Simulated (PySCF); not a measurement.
C5H15NSi

The system: C5H15NSi, a molecule; neutral, singlet. The structure, one conformer, was relaxed in the gas phase by PBE0-D3(BJ)/def2-SVP. No frequency run checks that it is a minimum.

SMILES: CN(C)[Si](C)(C)C

Coordinates in Å:
```
C1      1.744    0.660    1.192
Si2     0.588    0.171   -0.208
C3      1.241   -1.406   -1.012
C4      0.543    1.539   -1.496
N5     -1.024   -0.032    0.448
C6     -1.241   -0.740    1.682
C7     -2.188   -0.006   -0.398
H8      1.357    1.535    1.737
H9      1.903   -0.154    1.916
H10     2.732    0.928    0.781
H11     1.273   -2.234   -0.285
H12     0.595   -1.721   -1.847
H13     2.260   -1.269   -1.408
H14    -0.025    1.256   -2.395
H15     1.570    1.772   -1.821
H16     0.100    2.459   -1.084
H17    -2.077   -0.293    2.253
H18    -0.350   -0.697    2.325
H19    -1.493   -1.812    1.533
H20    -3.046    0.457    0.126
H21    -2.517   -1.016   -0.722
H22    -2.004    0.588   -1.305
```

Shieldings: GIAO PBE0/pcSseg-1. Shifts are against computed references at the same level: C TMS (σ 184.4 ppm), H TMS (σ 31.27 ppm), Si TMS (σ 352.0 ppm). Core levels by delta-SCF with SCAN, pcX-2 on the ionised atom and pcseg-1 elsewhere, spin-free X2C (2p3/2 is the spin-free 2p value less a third of a first-order spin-orbit splitting); from the vacuum level, for chosen atoms.

Problem. Give the shieldings and core levels atom by atom.

Solution. 
```csv
atoms,bonded to,σ (ppm),δ (ppm),core level (eV)
C1 C4,1 Si + 3 H,185.3,-0.9,1s 289.76
Si2,3 C + 1 N,343.9,8.1,2p3/2 105.88
C3,1 Si + 3 H,186.3,-1.9,1s 289.63
N5,2 C + 1 Si,242.4,-,1s 403.75
C6,1 N + 3 H,146.0,38.4,1s 291.17
C7,1 N + 3 H,145.9,38.5,-
H8 H9 H10,1 C,31.19,0.08,-
H11 H12 H13,1 C,31.40,-0.14,-
H14 H15 H16,1 C,31.18,0.08,-
H17 H18 H19,1 C,28.89,2.37,-
H20 H21 H22,1 C,28.89,2.37,-
```

Values are those of this one static structure, with the three H of a rotating XH3 group averaged; atoms that internal rotation interchanges would show their mean in an NMR spectrum.

Problem. Which of C1, C3, C6 holds its core electrons tightest, and by how much against the loosest?

Solution. C6 (bonded to 1 N + 3 H), by 1.55 eV over C3 (bonded to 1 Si + 3 H).

Problem. By CAM-B3LYP/def2-SVPD (TDDFT singlets, Tamm-Dancoff triplets, ionisation by delta-SCF), where does absorption start, and what does vertical ionisation take?

Solution. The lowest singlet lies at 5.73 eV (f 0.003), the strongest of the first 6 at 6.88 eV (f 0.053), the lowest triplet at 5.63 eV; vertical ionisation takes 7.91 eV.

The 3 runs behind this took 4.8 min in all, one thread each of Arm Neoverse V1 on a shared host, launched as `OMP_NUM_THREADS=1 python cluster_run.py task.json out`.
